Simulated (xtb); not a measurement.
Cl3Ga, charge +1, doublet, from a rough starting geometry (GFN-xTB shapes and energies of metal compounds can be far from the true ones) (a state made from the parent by changing its charge; the spin is typed, not shown lowest); GFN2-xTB (xtb).

The xtb input:
```
$ xtb mol.xyz --gfn 2 --chrg 1 --uhf 1 --opt vtight --json

# file mol.xyz
4

Ga     0.00929149     0.01479990    -0.00070967
Cl    -1.78373736    -1.14963199    -0.21863801
Cl     0.11062064     1.90125449    -0.73043844
Cl     1.63586637    -0.84878246     0.91919531
```

What the program printed (banner, timings and long lists left out):

```
   ID    Z sym.   atoms
    1   31 Ga     1
    2   17 Cl     2-4

           -------------------------------------------------
          |                Calculation Setup                |
           -------------------------------------------------

           -------------------------------------------------
          |                 G F N 2 - x T B                 |
           -------------------------------------------------

          ...................................................
          :                      SETUP                      :
          :.................................................:
          :  # basis functions                  40          :
          :  # atomic orbitals                  36          :
          :  # shells                           12          :
          :  # electrons                        23          :
          :  max. iterations                   250          :
          :  Hamiltonian                  GFN2-xTB          :
          :  restarted?                      false          :
          :  GBSA solvation                  false          :
          :  PC potential                    false          :
          :  electronic temp.          300.0000000     K    :
          :  accuracy                    1.0000000          :
          :  -> integral cutoff          0.2500000E+02      :
          :  -> integral neglect         0.1000000E-07      :
          :  -> SCF convergence          0.1000000E-05 Eh   :
          :  -> wf. convergence          0.1000000E-03 e    :
          :  Broyden damping             0.4000000          :
          :  net charge                          1          :
          :  unpaired electrons                  1          :
          ...................................................

 iter      E             dE          RMSdq      gap      omega  full diag
   1    -14.4864139 -0.144864E+02  0.203E+01    4.08       0.0  T
   2    -14.4760440  0.103700E-01  0.121E+01    4.43       1.0  T
   3    -14.2955937  0.180450E+00  0.903E+00    3.29       1.0  T
   4    -14.4630952 -0.167501E+00  0.524E+00    4.15       1.0  T
   5    -14.4505348  0.125603E-01  0.457E+00    4.20       1.0  T
   6    -14.4874577 -0.369229E-01  0.202E+00    4.31       1.0  T
   7    -14.4889992 -0.154153E-02  0.164E+00    4.37       1.0  T
   8    -14.4892807 -0.281468E-03  0.143E+00    4.37       1.0  T
   9    -14.4843011  0.497962E-02  0.215E+00    4.42       1.0  T
  10    -14.4908517 -0.655057E-02  0.918E-01    4.43       1.0  T
  11    -14.4916904 -0.838715E-03  0.569E-01    4.43       1.0  T
  12    -14.4920680 -0.377606E-03  0.265E-01    4.42       1.0  T
  13    -14.4921500 -0.820193E-04  0.130E-01    4.43       1.0  T
  14    -14.4921216  0.284017E-04  0.168E-01    4.43       1.0  T
  15    -14.4921696 -0.479884E-04  0.181E-02    4.43       2.8  T
  16    -14.4921689  0.741023E-06  0.242E-02    4.43       2.1  T
  17    -14.4921699 -0.102791E-05  0.369E-03    4.42      13.6  T
  18    -14.4921699  0.142393E-07  0.432E-03    4.43      11.6  T
  19    -14.4921698  0.387867E-07  0.583E-03    4.43       8.6  T
  20    -14.4921699 -0.503711E-07  0.245E-03    4.43      20.4  T
  21    -14.4921699 -0.105404E-07  0.592E-04    4.43      84.5  T
  22    -14.4921699  0.211546E-09  0.627E-04    4.43      79.7  T

   *** convergence criteria satisfied after 22 iterations ***

         :::::::::::::::::::::::::::::::::::::::::::::::::::::
         ::                     SUMMARY                     ::
         :::::::::::::::::::::::::::::::::::::::::::::::::::::
         :: total energy             -14.477931536129 Eh    ::
         :: gradient norm              0.036382695276 Eh/a0 ::
         :: HOMO-LUMO gap              4.425070396500 eV    ::
         ::.................................................::
         :: SCC energy               -14.492168572124 Eh    ::
         :: -> isotropic ES            0.118946552055 Eh    ::
         :: -> anisotropic ES         -0.009506812168 Eh    ::
         :: -> anisotropic XC         -0.003385750201 Eh    ::
         :: -> dispersion             -0.003604033664 Eh    ::
         :: repulsion energy           0.014237035994 Eh    ::
         :: add. restraining           0.000000000000 Eh    ::
         :: total charge               1.000000000000 e     ::
         :::::::::::::::::::::::::::::::::::::::::::::::::::::

      -----------------------------------------------------------
     |                   =====================                   |
     |                        A N C O P T                        |
     |                   =====================                   |
     |               Approximate Normal Coordinate               |
     |                Rational Function Optimizer                |
      -----------------------------------------------------------
      -----------------------------------------------------------
     |                   =====================                   |
     |                        A N C O P T                        |
     |                   =====================                   |
     |               Approximate Normal Coordinate               |
     |                Rational Function Optimizer                |
      -----------------------------------------------------------

          ...................................................
          :                      SETUP                      :
          :.................................................:
          :   optimization level         verytight          :
          :   max. optcycles                   200          :
          :   ANC micro-cycles                  20          :
          :   degrees of freedom                 6          :
          :.................................................:
          :   RF solver                   davidson          :
          :   write xtbopt.log                true          :
[...]
 * total energy  :   -14.4779315 Eh     change       -0.5439702E-09 Eh
 * total energy  :   -14.4808398 Eh     change       -0.2908303E-02 Eh
 * total energy  :   -14.4808780 Eh     change       -0.3815384E-04 Eh
 * total energy  :   -14.4810416 Eh     change       -0.1636517E-03 Eh
 * total energy  :   -14.4810524 Eh     change       -0.1072725E-04 Eh
 * total energy  :   -14.4810569 Eh     change       -0.4496907E-05 Eh
 * total energy  :   -14.4810574 Eh     change       -0.5121838E-06 Eh
 * total energy  :   -14.4810574 Eh     change       -0.8464999E-08 Eh
   *** GEOMETRY OPTIMIZATION CONVERGED AFTER 8 ITERATIONS ***
[...]
          :  net charge                          1          :
          :  unpaired electrons                  1          :
          ...................................................

 iter      E             dE          RMSdq      gap      omega  full diag
   1    -14.4900107 -0.144900E+02  0.835E-04    4.07       0.0  T
   2    -14.4900106  0.553252E-07  0.524E-03    4.07       9.5  T
   3    -14.4900107 -0.567659E-07  0.106E-04    4.07     473.2  T
   4    -14.4900107 -0.108518E-10  0.340E-05    4.07    1471.5  T

   *** convergence criteria satisfied after 4 iterations ***

         :::::::::::::::::::::::::::::::::::::::::::::::::::::
         ::                     SUMMARY                     ::
         :::::::::::::::::::::::::::::::::::::::::::::::::::::
         :: total energy             -14.481057390477 Eh    ::
         :: gradient norm              0.000017468833 Eh/a0 ::
         :: HOMO-LUMO gap              4.072070222772 eV    ::
         ::.................................................::
         :: SCC energy               -14.490009149224 Eh    ::
         :: -> isotropic ES            0.117865537491 Eh    ::
         :: -> anisotropic ES         -0.009899908817 Eh    ::
         :: -> anisotropic XC         -0.004176484078 Eh    ::
         :: -> dispersion             -0.003556252887 Eh    ::
         :: repulsion energy           0.008951758747 Eh    ::
         :: add. restraining           0.000000000000 Eh    ::
         :: total charge               1.000000000000 e     ::
         :::::::::::::::::::::::::::::::::::::::::::::::::::::

           -------------------------------------------------
          |                Property Printout                |
           -------------------------------------------------

    * Orbital Energies and Occupations

         #    Occupation            Energy/Eh            Energy/eV
      -------------------------------------------------------------
         1        2.0000           -1.2678927             -34.5011
         2        2.0000           -1.2678888             -34.5010
         3        2.0000           -1.2644301             -34.4069
         4        2.0000           -0.8127119             -22.1150
         5        2.0000           -0.6940636             -18.8864
         6        2.0000           -0.6940600             -18.8863
         7        2.0000           -0.6765986             -18.4112
         8        2.0000           -0.6765958             -18.4111
         9        1.9998           -0.6754456             -18.3798
        10        1.9645           -0.6703158             -18.2402
        11        1.9644           -0.6703128             -18.2401
        12        1.0713           -0.6647399             -18.0885 (HOMO)
        13                         -0.5150941             -14.0164 (LUMO)
        14                         -0.3390053              -9.2248
        15                         -0.2340230              -6.3681
        16                         -0.2340101              -6.3677
        17                         -0.2158294              -5.8730
        18                         -0.2158271              -5.8730
        19                         -0.2143291              -5.8322
        20                         -0.2143288              -5.8322
        21                         -0.2140373              -5.8243
        22                         -0.2124281              -5.7805
        23                         -0.2121210              -5.7721
       ...                                ...                  ...
        36                          1.1706205              31.8542
      -------------------------------------------------------------
                  HL-Gap            0.1496458 Eh            4.0721 eV
             Fermi-level           -0.6285476 Eh          -17.1037 eV

     #   Z          covCN         q      C6AA      α(0)
     1  31 Ga       2.375     0.082   216.663    33.009
     2  17 Cl       0.792     0.306    90.375    14.543
     3  17 Cl       0.792     0.306    90.375    14.543
     4  17 Cl       0.792     0.306    90.375    14.543

 Mol. C6AA /au·bohr⁶  :       1826.204214
 Mol. C8AA /au·bohr⁸  :     112820.834254
 Mol. α(0) /au        :         76.637136

Wiberg/Mayer (AO) data.
largest (>0.10) Wiberg bond orders for each atom

 ---------------------------------------------------------------------------
     #   Z sym  total        # sym  WBO       # sym  WBO       # sym  WBO
 ---------------------------------------------------------------------------
     1  31 Ga   3.763 --     2 Cl   1.254     3 Cl   1.254     4 Cl   1.254
     2  17 Cl   1.850 --     1 Ga   1.254     4 Cl   0.298     3 Cl   0.298
     3  17 Cl   1.850 --     1 Ga   1.254     4 Cl   0.298     2 Cl   0.298
     4  17 Cl   1.850 --     1 Ga   1.254     3 Cl   0.298     2 Cl   0.298
 ---------------------------------------------------------------------------

Topologies differ in total number of bonds
Writing topology from bond orders to xtbtopo.mol

molecular dipole:
                 x           y           z       tot (Debye)
 q only:       -0.013      -0.039      -0.014
   full:       -0.013      -0.039      -0.014       0.111
molecular quadrupole (traceless):
                xx          xy          yy          xz          yz          zz
 q only:        2.543       1.253       2.354       3.158      -3.407      -4.896
  q+dip:        3.484       1.716       3.224       4.327      -4.667      -6.708
   full:        2.445       1.205       2.264       3.037      -3.276      -4.709

optimized geometry written to: xtbopt.xyz

           -------------------------------------------------
          | TOTAL ENERGY              -14.481057390477 Eh   |
          | GRADIENT NORM               0.000017468833 Eh/α |
          | HOMO-LUMO GAP               4.072070222772 eV   |
           -------------------------------------------------

normal termination of xtb
```
